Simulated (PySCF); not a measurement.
**How methods differ on the excitation energy of Mo**

Mo [Kr] 4d5 5s1 (7S) → Mo [Kr] 4d6 (5D), as a difference of total energies. Calculation: PySCF 2.14, in ANO-RCC-VTZP (7s6p4d2f1g, 68 functions); the spin-free X2C one-electron Hamiltonian (Gaussian nucleus). The calculations carry no spin-orbit coupling.

| method | excitation energy (eV) |
| --- | --- |
| LDA | 3.030 |
| PBE | 3.075 |
| PBE0 | 3.228 |
| r2SCAN | 3.553 |
| LC-wPBE | 3.098 |
| r2SCANh | 3.555 |
| B2PLYP | 2.975 |
